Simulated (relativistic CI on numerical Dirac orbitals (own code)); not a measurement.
## Sensitivity of the levels of Cs³⁴⁺ to α and to the nuclear radius

These numbers are calculated, not measured: Dirac-Coulomb-Breit CI, separate exchange-only KLI orbitals for each configuration, derivatives by finite differences, unscaled Slater integrals, QED left out (own radial code, finite nucleus).

Configuration list (outside the closed core [Ne]): 3s2 3p6 3d3, 3s2 3p5 3d4, 3s 3p6 3d4, 3p6 3d5, 3s2 3p6 3d2 4s, 3s2 3p6 3d2 4p, 3s2 3p6 3d2 4d, 3s2 3p5 3d3 4s. Levels of other configurations are missing.

With x = (α/α₀)² − 1 an excitation energy changes as ω = ω₀ + qx; K = 2q/ω₀ is the relative enhancement. Terms are leading LS components, so labels can repeat. The field-shift factor is F = δν/δ⟨r²⟩ for the transition from the lowest level.

Lowest level 3s2 3p6 3d3 4F_3/2.

```tsv
Level	ω₀ (cm⁻¹)	q (cm⁻¹)	K	F (GHz/fm²)
3s2 3p6 3d3 4F_5/2	96982	127800	2.64	1.25
3s2 3p6 3d3 4F_7/2	143353	145300	2.03	1.46
3s2 3p6 3d3 4P_3/2	144640	111400	1.54	1.02
3s2 3p6 3d3 2G_9/2	156872	128800	1.64	1.4
3s2 3p6 3d3 4P_1/2	169081	122200	1.45	1.06
3s2 3p6 3d3 2G_7/2	254031	242000	1.91	2.4
3s2 3p6 3d3 4P_5/2	256927	185400	1.44	1.69
3s2 3p6 3d3 4F_9/2	268988	257200	1.91	2.7
3s2 3p6 3d3 2D_3/2	301469	256900	1.7	2.32
3s2 3p6 3d3 2P_1/2	316380	259900	1.64	2.49
3s2 3p6 3d3 2H_11/2	326684	255600	1.56	2.87
3s2 3p6 3d3 2D_5/2	349897	247100	1.41	2.06
3s2 3p6 3d3 2F_5/2	369619	240600	1.3	2.33
3s2 3p6 3d3 2F_7/2	386263	249800	1.29	2.45
3s2 3p6 3d3 2G_9/2	416967	387800	1.86	3.88
3s2 3p6 3d3 2P_3/2	439623	348300	1.58	3.52
3s2 3p6 3d3 2D_3/2	541740	313300	1.16	3.09
3s2 3p6 3d3 2D_5/2	572764	368100	1.29	3.85
3s2 3p5 3d4 6D°_3/2	1520993	75090	0.0987	4.83
3s2 3p5 3d4 6D°_5/2	1573959	204600	0.26	6.02
3s2 3p5 3d4 6D°_7/2	1603100	244200	0.305	6.49
3s2 3p5 3d4 6D°_1/2	1617499	215700	0.267	5.18
3s2 3p5 3d4 6D°_9/2	1623009	239300	0.295	6.63
```

At this charge energies of transitions that change n are usually good to better than 1 %, and those within a shell (Δn = 0) to a few per cent. Terms inside the open d or f shell come out 10 to 20 % too wide with unscaled integrals.
